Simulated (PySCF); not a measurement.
BO, doublet, at a GFN2-xTB geometry. Base run: PBE/cc-pVDZ (PySCF).

Here is a job for PySCF.
```python
from pyscf import gto, scf, dft

mol = gto.M(
    atom='''
B    -0.000000   -0.000000   -0.729195
O     0.000000    0.000000    0.455747
''',
    basis='cc-pvdz',
    charge=0,
    spin=1,
    verbose=4,
)

mf = dft.UKS(mol)
mf.xc = 'pbe'
mf.kernel()
```

The base run was repeated with changes; each row names its change, and settings that it needs were set with it.

```
change                                                                                 basis functions      E (Eh)  HOMO (eV)  dipole (D)
-------------------------------------------------------------------------------------  ---------------  ----------  ---------  ----------
base                                                                                                28   -99.91181      -8.12        1.77
basis = x2c-SVPall; relativity = spin-free X2C; nucleus = Gaussian (with nucmod='G')                28   -99.89109      -8.14        1.80
basis = x2c-TZVPall; relativity = none                                                              62   -99.94577      -8.28        2.10
basis = x2c-SVPall; relativity = spin-free X2C                                                      28   -99.89110      -8.14        1.80
basis = cc-pVTZ-DK; relativity = spin-free X2C                                                      60  -100.00405      -8.24        2.02
basis = x2c-TZVPall; relativity = spin-free X2C                                                     62  -100.00852      -8.28        2.09
basis = x2c-SVPall; relativity = none                                                               28   -99.83133      -8.15        1.81
basis = x2c-TZVPall; relativity = spin-free X2C; nucleus = Gaussian (with nucmod='G')               62  -100.00851      -8.28        2.09
basis = cc-pVTZ-DK; relativity = spin-free X2C; nucleus = Gaussian (with nucmod='G')                60  -100.00403      -8.24        2.02
basis = cc-pVTZ-DK; relativity = none                                                               60   -99.94105      -8.24        2.02
```

Totals shift with the method and basis; they matter in differences.

Open shells are given as the SCF converged; they aren't shown to be the lowest states, and a large step between rows can be another state.

Basis sets contracted for a relativistic Hamiltonian are a mismatch without it, so the rows without relativity aren't non-relativistic limits. No row has spin-orbit coupling; sets with core potentials leave out the core electrons.
